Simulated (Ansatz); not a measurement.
Reaction (ligand exchange at the Si–C bond): `O[SiH](Cl)C1=CN1` + `O[SiH](O)S` → `O[SiH](O)S[SiH](O)Cl` + `C1=CN1`

Isolated molecules relaxed with PBE0-D4/def2-TZVP in Ansatz; ΔE leaves out vibrations. CCSD(T)/CBS adds triple-zeta CCSD(T) − MP2 to the extrapolated MP2 energy (def2 sets, frozen cores). DFT in def2-TZVPP. One conformer a species, not always the lowest.

Is it downhill or uphill in electronic energy at CCSD(T)/CBS, and by how much? (An estimate is asked.)

Ansatz gave: Downhill: ΔE = -39.0 kJ/mol.

What do these levels give: r2SCAN-D4, PBE, r2SCAN, CCSD/def2-TZVPP, HF/def2-QZVPP, CCSD/CBS(def2)? (Best estimate.)

Computed: r2SCAN-D4 -37.1, PBE -33.2, r2SCAN -35.7, CCSD/def2-TZVPP -32.9, HF/def2-QZVPP -26.7, CCSD/CBS(def2) -37.6 kJ/mol.

Largest T1 diagnostic among the species: 0.012.

In def2-TZVPP, CCSD(T) changes the Hartree–Fock value by −7.5 kJ/mol (the triples alone add −1.4 kJ/mol) and MP2 by −10.2 kJ/mol. The D4 term adds −10.2 kJ/mol with B3LYP and −5.4 kJ/mol with PBE0; it sums over pairs of atoms, weighted by their polarisabilities, and B3LYP, whose exchange is more repulsive, gets the larger term.

B3LYP here is the variant with VWN-RPA as its local correlation; programs differ in this.
